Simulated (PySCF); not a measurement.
PySCF input for methyl prop-2-enoate (C4H6O2), SMILES O=C(C=C)OC, B3LYP-D3(BJ)/def2-SVP. Geometry: B3LYP-D3(BJ)/def2-SVP. One conformer was computed; it need not be the lowest.

```python
import numpy as np
from pyscf import gto, scf, dft
from pyscf.hessian import thermo

mol = gto.M(
    atom='''
    C     2.45227658   -0.43063711    0.12989944
    C     1.19627991   -0.84760653   -0.05580413
    C     0.05942154    0.10724338    0.02506767
    O     0.14586711    1.29115223    0.25386054
    O    -1.11241721   -0.52242826   -0.19320754
    C    -2.27868306    0.29511065   -0.14017310
    H     2.65089478    0.62349217    0.34390961
    H     3.29946029   -1.11824870    0.07404353
    H     0.94922842   -1.88989856   -0.27181001
    H    -2.37807192    0.77147188    0.84715347
    H    -2.23506053    1.08867538   -0.90182387
    H    -3.12981985   -0.36994620   -0.33063623
    ''',
    basis='def2-SVP',
    charge=0,
    spin=0,
    max_memory=1600,
    verbose=3,
)
mf = dft.RKS(mol, xc='b3lyp').density_fit(auxbasis='def2-universal-jkfit')
mf.disp = 'd3bj'
mf.grids.level = 3
mf.conv_tol = 1e-11
mf.max_cycle = 100
mf.kernel()

# [left out here: the lines that compute and print the analytic Hessian (its translational invariance restored by hand, since the grid's response is missing), thermochemistry and intensities]
```

Program output:

```
[...]
       3   O                 0.04  0.11  0.02   -0.00 -0.00  0.00    0.00  0.00 -0.00
       4   O                -0.05 -0.12 -0.03   -0.00 -0.00  0.00   -0.00 -0.00  0.00
       5   C                -0.05  0.00 -0.00   -0.00 -0.00  0.00    0.00  0.00 -0.00
       6   H                -0.25  0.02 -0.02   -0.05 -0.11  0.58    0.04  0.09 -0.47
       7   H                 0.26  0.21  0.06   -0.05 -0.11  0.57   -0.03 -0.06  0.30
       8   H                -0.09 -0.03 -0.01    0.01  0.01 -0.06    0.06  0.14 -0.75
       9   H                 0.11  0.02  0.00   -0.00  0.00 -0.00    0.00 -0.00  0.00
      10   H                 0.10  0.02  0.02    0.00 -0.00 -0.00   -0.00  0.00  0.00
      11   H                -0.21  0.20  0.02    0.00  0.00 -0.00   -0.00 -0.00  0.00
Mode                                12                  13                  14
Irrep
Freq [cm^-1]                     1052.5087           1071.3263           1172.0421
Reduced mass [au]                   5.9000              1.5709              1.2980
Force const [Dyne/A]                3.8509              1.0623              1.0505
Char temp [K]                    1514.3257           1541.4000           1686.3077
Normal mode                   x     y     z       x     y     z       x     y     z
       0   C                 0.05 -0.03 -0.00   -0.05  0.06  0.01    0.00 -0.00  0.00
       1   C                 0.01 -0.00  0.00    0.03 -0.12 -0.02   -0.00 -0.00  0.00
       2   C                -0.11  0.01 -0.01   -0.02  0.03  0.00   -0.00 -0.00  0.01
       3   O                 0.02  0.00  0.00   -0.00  0.07  0.01    0.00  0.00 -0.00
       4   O                -0.12  0.09  0.01   -0.02 -0.00 -0.00    0.01  0.01 -0.06
       5   C                 0.14 -0.10 -0.01    0.01 -0.03 -0.00   -0.01 -0.02  0.12
       6   H                -0.08  0.00 -0.01    0.34 -0.02  0.03   -0.00  0.00 -0.01
       7   H                 0.17  0.12  0.04   -0.29 -0.23 -0.07    0.00  0.00 -0.00
       8   H                 0.03 -0.01  0.00    0.52 -0.25 -0.00    0.00  0.00 -0.01
       9   H                 0.13 -0.07 -0.02    0.08 -0.00 -0.01   -0.40  0.40 -0.12
      10   H                 0.13 -0.07  0.01    0.08 -0.01  0.02    0.43 -0.34 -0.18
      11   H                 0.08 -0.03  0.00   -0.07  0.07  0.01    0.02  0.05 -0.28
Mode                                15                  16                  17
Irrep
Freq [cm^-1]                     1199.9328           1239.7497           1323.9163
Reduced mass [au]                   1.5567              2.4319              1.8370
Force const [Dyne/A]                1.3206              2.2022              1.8970
Char temp [K]                    1726.4361           1783.7238           1904.8207
Normal mode                   x     y     z       x     y     z       x     y     z
       0   C                 0.00 -0.02 -0.00   -0.00 -0.06 -0.01   -0.05 -0.07 -0.02
       1   C                -0.00 -0.00 -0.00   -0.01  0.05  0.01    0.02  0.09  0.02
       2   C                -0.08  0.02 -0.00   -0.14 -0.00 -0.01    0.13 -0.00  0.01
       3   O                 0.02  0.03  0.01    0.01 -0.02 -0.00   -0.02  0.00 -0.00
       4   O                -0.01 -0.07 -0.01    0.12  0.02  0.01   -0.07 -0.00 -0.01
       5   C                 0.06  0.10  0.02   -0.07  0.00 -0.01    0.03 -0.02 -0.00
       6   H                -0.04 -0.01 -0.01   -0.22 -0.02 -0.02   -0.46  0.01 -0.04
       7   H                 0.05  0.04  0.01    0.11  0.07  0.02   -0.11 -0.12 -0.03
       8   H                 0.23 -0.06  0.01    0.46 -0.06  0.03    0.48 -0.00  0.04
       9   H                -0.33 -0.08  0.07    0.19  0.03 -0.00   -0.10  0.01 -0.02
      10   H                -0.31 -0.04 -0.14    0.18  0.03  0.05   -0.10  0.00  0.01
      11   H                 0.43 -0.35 -0.03   -0.10  0.04  0.00   -0.07  0.09  0.01
Mode                                18                  19                  20
Irrep
Freq [cm^-1]                     1413.6813           1456.2269           1460.5306
Reduced mass [au]                   1.2423              1.0406              1.1834
Force const [Dyne/A]                1.4628              1.3001              1.4873
Char temp [K]                    2033.9726           2095.1863           2101.3783
Normal mode                   x     y     z       x     y     z       x     y     z
       0   C                 0.04  0.03  0.01    0.00  0.00  0.00   -0.02 -0.01 -0.00
       1   C                 0.10 -0.02  0.00    0.00 -0.00  0.00   -0.02  0.01  0.00
       2   C                -0.06 -0.01 -0.01   -0.00  0.00 -0.00    0.06 -0.01  0.00
       3   O                 0.01  0.01  0.00    0.00 -0.00  0.00   -0.00  0.02  0.00
       4   O                 0.00  0.00  0.00    0.00  0.00 -0.01   -0.05 -0.01 -0.01
       5   C                -0.02  0.01  0.00    0.01  0.01 -0.05   -0.07  0.01 -0.01
       6   H                -0.48  0.13 -0.02   -0.00  0.00  0.00    0.07 -0.03  0.00
       7   H                -0.40 -0.47 -0.12   -0.00 -0.00 -0.00    0.07  0.09  0.02
       8   H                -0.26  0.06 -0.01   -0.00  0.00 -0.00    0.08 -0.00  0.01
       9   H                 0.13 -0.03  0.03   -0.48 -0.14 -0.01    0.35  0.22 -0.06
      10   H                 0.13 -0.02 -0.02    0.44  0.11  0.10    0.37  0.18  0.20
      11   H                 0.11 -0.14 -0.02   -0.08 -0.10  0.69    0.38 -0.53 -0.03
Mode                                21                  22                  23
Irrep
Freq [cm^-1]                     1476.6080           1708.6489           1825.5402
Reduced mass [au]                   1.1066              5.2400             11.1386
Force const [Dyne/A]                1.4216              9.0133             21.8707
Char temp [K]                    2124.5102           2458.3654           2626.5459
Normal mode                   x     y     z       x     y     z       x     y     z
       0   C                 0.01  0.01  0.00   -0.17 -0.05 -0.02   -0.02 -0.01 -0.00
       1   C                 0.01 -0.01 -0.00    0.20  0.03  0.02    0.01  0.02  0.01
       2   C                -0.04  0.01 -0.00   -0.04  0.02  0.00   -0.01 -0.23 -0.04
       3   O                 0.01 -0.00  0.00    0.00 -0.01 -0.00    0.01  0.14  0.03
       4   O                 0.02 -0.02 -0.00   -0.00  0.00 -0.00    0.01  0.02  0.00
       5   C                 0.04 -0.06 -0.01    0.00 -0.00  0.00    0.01 -0.01 -0.00
       6   H                -0.05  0.02 -0.00    0.17 -0.14 -0.01    0.03 -0.02 -0.00
       7   H                -0.04 -0.06 -0.01   -0.00  0.19  0.04    0.02  0.04  0.01
       8   H                -0.05 -0.00 -0.00   -0.13  0.13  0.01   -0.05  0.04  0.00
       9   H                -0.22  0.55 -0.31   -0.00  0.01 -0.00   -0.04 -0.01 -0.01
      10   H                -0.28  0.41  0.44   -0.00  0.00  0.01   -0.04 -0.01  0.00
      11   H                -0.02  0.03  0.00    0.00  0.00  0.00   -0.04  0.05  0.01
Mode                                24                  25                  26
Irrep
Freq [cm^-1]                     3041.2618           3125.4591           3146.4327
Reduced mass [au]                   1.0317              1.1073              1.0595
Force const [Dyne/A]                5.6220              6.3732              6.1799
Char temp [K]                    4375.6986           4496.8398           4527.0161
Normal mode                   x     y     z       x     y     z       x     y     z
       0   C                -0.00  0.00 -0.00    0.00  0.00  0.00   -0.06 -0.02 -0.01
       1   C                -0.00 -0.00 -0.00    0.00  0.00 -0.00    0.01 -0.01 -0.00
       2   C                 0.00  0.00  0.00   -0.00 -0.00  0.00    0.00 -0.00 -0.00
       3   O                -0.00 -0.00 -0.00   -0.00 -0.00  0.00    0.00  0.00  0.00
       4   O                -0.00  0.00 -0.00   -0.00 -0.00  0.00   -0.00  0.00 -0.00
       5   C                -0.03  0.04  0.00    0.01  0.02 -0.09    0.00  0.00  0.00
       6   H                 0.00  0.00  0.00   -0.00 -0.00 -0.00    0.12  0.68  0.14
       7   H                 0.00 -0.00 -0.00   -0.00  0.00  0.00    0.50 -0.42 -0.04
       8   H                 0.00  0.00  0.00   -0.00 -0.00 -0.00    0.02  0.11  0.02
       9   H                 0.05 -0.26 -0.56   -0.05  0.29  0.60   -0.00  0.00  0.00
      10   H                -0.03 -0.44  0.44   -0.04 -0.48  0.46   -0.00  0.00  0.00
      11   H                 0.34  0.27  0.08   -0.00 -0.00 -0.01   -0.01 -0.00 -0.00
Mode                                27                  28                  29
Irrep
Freq [cm^-1]                     3167.3830           3194.1296           3252.3408
Reduced mass [au]                   1.1079              1.0960              1.1186
Force const [Dyne/A]                6.5487              6.5884              6.9715
Char temp [K]                    4557.1589           4595.6413           4679.3943
Normal mode                   x     y     z       x     y     z       x     y     z
       0   C                -0.00 -0.00 -0.00    0.01  0.02  0.00    0.04 -0.09 -0.01
       1   C                 0.00  0.00  0.00   -0.02 -0.08 -0.02   -0.00 -0.01 -0.00
       2   C                 0.00 -0.00 -0.00   -0.00  0.00 -0.00   -0.00 -0.00 -0.00
       3   O                -0.00  0.00  0.00    0.00  0.00  0.00    0.00  0.00  0.00
       4   O                 0.00  0.00  0.00    0.00  0.00  0.00    0.00  0.00  0.00
       5   C                -0.05 -0.07 -0.02    0.00 -0.00 -0.00   -0.00 -0.00 -0.00
       6   H                 0.00  0.00  0.00   -0.03 -0.15 -0.03    0.12  0.60  0.12
       7   H                 0.00 -0.00 -0.00    0.01 -0.01 -0.00   -0.54  0.43  0.04
       8   H                -0.00 -0.00 -0.00    0.21  0.89  0.19    0.03  0.12  0.02
       9   H                -0.03  0.11  0.27   -0.00  0.00  0.00   -0.00  0.00  0.00
      10   H                 0.01  0.20 -0.21   -0.00  0.00 -0.00   -0.00  0.00 -0.00
      11   H                 0.66  0.52  0.15    0.00 -0.00  0.00    0.00  0.00  0.00
temperature 298.1500 [K]
pressure 101325.00 [Pa]
Rotational constants [GHz] 10.31199 2.31458 1.91323
Symmetry number 1
Zero-point energy (ZPE) 0.09508 [Eh]   249630.959 [J/mol]
                           tot       elec      trans        rot        vib
Entropy [J/mol/K]       334.121      0.000    164.312    110.276     59.532
Cv [J/mol/K]             92.406      0.000     12.472     12.472     67.463
Cp [J/mol/K]            100.720      0.000     20.786     12.472     67.463
Internal energy [J/mol]                      3718.434   3718.434 259570.739
Internal energy [Eh]   -306.15523  -306.25692
Enthalpy [J/mol]                             6197.391   3718.434 259570.739
Enthalpy [Eh]          -306.15428
Gibbs free energy [J/mol]                  -42792.263 -29160.362 241821.128
Gibbs free energy [Eh] -306.19222
mode   freq/cm-1   IR/(km/mol)
   1       98.39         2.999
   2      128.51         0.330
   3      202.61         3.736
   4      221.96         3.603
   5      340.98        16.524
   6      476.54         1.293
   7      531.51         0.135
   8      675.59         5.192
   9      828.44        28.034
  10      879.13        10.265
  11      999.69        20.590
  12     1023.99        17.557
  13     1052.51        13.548
  14     1071.33         3.373
  15     1172.04         0.753
  16     1199.93        15.724
  17     1239.75       303.829
  18     1323.92       148.232
  19     1413.68        90.164
  20     1456.23         8.014
  21     1460.53        39.850
  22     1476.61         3.804
  23     1708.65        29.816
  24     1825.54       187.232
  25     3041.26        30.577
  26     3125.46        17.706
  27     3146.43         2.947
  28     3167.38        13.834
  29     3194.13         2.741
  30     3252.34         0.956
max |gradient| / (hartree/bohr): 6.25864590681754e-05
APT charges: [-0.0159 -0.2057  1.2024 -0.7036 -0.8756  0.4876  0.0733  0.0436  0.0438
 -0.0223 -0.023  -0.0044]
```

Self-consistency was reached.
